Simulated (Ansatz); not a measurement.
ReO3⁺. Charge 1, multiplicity 1. Geometry r2SCAN-D4/def2-TZVP.

```
atom   x (Å)   y (Å)   z (Å)
 Re1   0.395  -0.029   0.670
  O2  -0.215   1.465   0.994
  O3  -0.654  -1.018  -0.512
  O4   0.474  -0.417  -1.152
```

In the def2 sets Re takes a core potential; there is no spin–orbit coupling. The structure holds one bond between oxygen atoms, so isomers without such links may lie far lower. At HF/def2-TZVP, PBE0-D4/def2-TZVP the restricted singlet is unstable: a solution with broken spin symmetry lies lower. The restricted singlet is unstable towards broken spin symmetry at other levels; at LDA (SPW92)/def2-TZVP, PBE0-D4/def2-SVP, ωB97M-V/def2-TZVP this wasn't settled. The geometry of the singlet was relaxed on an unsound state (restricted singlet, unstable towards broken spin symmetry). The order of the spin states hangs on the level: the triplet lies 0.19 eV below the singlet at PBE0-D4/def2-TZVP, but 0.01 eV above it at LDA (SPW92)/def2-TZVP. The singlet is doubtful at PBE0-D4/def2-TZVP (restricted singlet, unstable towards broken spin symmetry). The triplet is doubtful at PBE0-D4/def2-TZVP (⟨S²⟩ 2.35, where a pure state has 2.00). The singlet is doubtful at LDA (SPW92)/def2-TZVP (restricted singlet, unstable towards broken spin symmetry at other levels and untested here). The structure comes from a short search, and lower isomers may exist.

Problem. Estimate the orbital energies around the gap (eV) in Ansatz with HF/def2-TZVP, LDA (SPW92)/def2-TZVP, PBE0-D4/def2-SVP, PBE0-D4/def2-TZVP, ωB97M-V/def2-TZVP.

Solution. 
| orbital | HF/def2-TZVP | LDA (SPW92)/def2-TZVP | PBE0-D4/def2-SVP | PBE0-D4/def2-TZVP | ωB97M-V/def2-TZVP |
| --- | --- | --- | --- | --- | --- |
| HOMO−13 | -68.12 | -54.86 | -58.61 | -58.41 | -61.34 |
| HOMO−12 | -67.58 | -53.91 | -57.74 | -57.63 | -60.64 |
| HOMO−11 | -46.66 | -35.74 | -38.64 | -38.66 | -41.18 |
| HOMO−10 | -42.21 | -31.08 | -33.99 | -34.18 | -36.86 |
| HOMO−9 | -37.88 | -27.98 | -30.41 | -30.72 | -33.34 |
| HOMO−8 | -25.50 | -19.46 | -21.08 | -20.92 | -23.37 |
| HOMO−7 | -24.88 | -19.31 | -20.73 | -20.58 | -23.00 |
| HOMO−6 | -23.78 | -19.10 | -20.49 | -20.36 | -22.61 |
| HOMO−5 | -23.06 | -17.71 | -19.33 | -19.14 | -21.60 |
| HOMO−4 | -22.91 | -17.61 | -19.14 | -18.99 | -21.33 |
| HOMO−3 | -21.99 | -16.74 | -18.19 | -18.04 | -20.33 |
| HOMO−2 | -20.51 | -16.15 | -17.39 | -17.27 | -19.50 |
| HOMO−1 | -18.87 | -13.83 | -15.09 | -14.94 | -17.19 |
| HOMO | -18.54 | -12.44 | -14.17 | -14.03 | -16.64 |
| LUMO | -7.99 | -12.15 | -11.12 | -11.04 | -8.96 |
| LUMO+1 | -6.86 | -11.42 | -10.45 | -10.37 | -8.18 |
| LUMO+2 | -5.26 | -9.80 | -8.61 | -8.61 | -6.50 |
| LUMO+3 | -4.32 | -9.30 | -8.12 | -8.04 | -5.81 |
| LUMO+4 | -3.60 | -8.21 | -6.67 | -6.78 | -4.95 |
| LUMO+5 | -1.74 | -7.89 | -6.21 | -6.10 | -3.69 |
